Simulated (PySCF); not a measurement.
# One molecule, several mistakes: AlGeH7N2

These are calculations, not measurements. They come from PySCF 2.14.0, an open-source quantum chemistry program, on an isolated molecule that a program drew, which may never have been made. The molecule is AlGeH7N2 (charge 0, singlet), drawn as the SMILES string `[NH2][AlH][GeH2][NH2]`.

Each row is a Hartree-Fock (HF) and frozen-core CCSD(T) single point in the cc-pV(D+d)Z basis, meant for a local HF minimum. Run 1 is clean. Each other run has one planted mistake out of seven kinds, and not every kind appears here: one electron removed, one electron added, multiplicity raised by two, geometry at a saddle point, minimal basis STO-3G, one bond length entered in bohr, all coordinates scaled. The reference is restricted for singlets and unrestricted otherwise, and also for a bond in bohr. Adding or removing an electron swaps singlet and doublet. Electrons count all cores. HOMO and LUMO are orbital energies over both spins, the gradient is its largest component, and the lowest frequency (negative if imaginary) is given only where the gradient is small. Bond lengths are over the 10 bonds as drawn. T1 is the CCSD diagnostic: over 0.02 (restricted) or 0.045 (unrestricted) a single reference is doubtful. Germanium has the cc-pVDZ-PP basis, with a core potential (ECP10MDF) in place of its 10 inner electrons, and its 3s, 3p and 3d shells are frozen in CCSD(T).

Geometry of the clean run:
```xyz
11
AlGeH7N2, angstrom
N     1.1765    2.2801   -1.7279
Al   -0.2801    1.8088   -0.8508
Ge   -0.5509   -0.5550   -0.0719
N    -1.3065   -0.5296    1.6306
H     1.9517    1.6809   -1.9424
H     1.3633    3.2031   -2.0750
H    -1.3768    2.9217   -0.6009
H    -1.3800   -1.4220   -1.0526
H     0.7916   -1.2900    0.0949
H    -1.4427   -1.4477    2.0208
H    -2.1976   -0.0625    1.6611
```

```
run  electrons  basis functions  <S^2>  HOMO (eV)  LUMO (eV)  gradient (hartree/bohr)  lowest frequency (cm^-1)  mean bond (Å)  longest bond (Å)      T1  HF (hartree)  CCSD(T) (hartree)                          mistake
  1         66              109  0.000      -9.66       1.91                  1.3e-05                        34         1.4822             2.504  0.0136    -648.31903         -648.89376                         no fault
  2         66              109  2.037      -4.67      -0.87                  9.4e-02                         -         1.4822             2.504  0.0351    -648.16064         -648.70549       multiplicity raised by two
  3         67              109  0.767       0.89       7.50                  3.1e-02                         -         1.4822             2.504  0.0150    -648.26704         -648.85449               one electron added
  4         66              109  0.752      -9.84       1.75                  2.4e-02                         -         1.5715             2.504  0.0555    -648.17599         -648.74780  one bond length entered in bohr
  5         65              109  0.757     -13.82      -6.66                  8.6e-02                         -         1.4822             2.504  0.0179    -648.01030         -648.53977             one electron removed
  6         66              109  0.000      -9.65       1.58                  4.7e-02                         -         1.5756             2.661  0.0159    -648.28416         -648.87225                                ?
```

**Which mistake was planted in run 6, and what did it cost?**

The mean and the longest bond both change by the same factor, 1.063, and the gradient is no longer small. So the mistake is: all coordinates scaled. Subtracting run 1 and multiplying by 627.51 kcal/mol a hartree, the energy moved by 21.9 kcal/mol in HF and 13.5 kcal/mol in CCSD(T).

Cautions from the logs. Run 3: the HOMO is above zero, so the electron isn't bound and the energy depends on the basis; run 4: T1 is over the limit, so its CCSD(T) energy is less reliable.
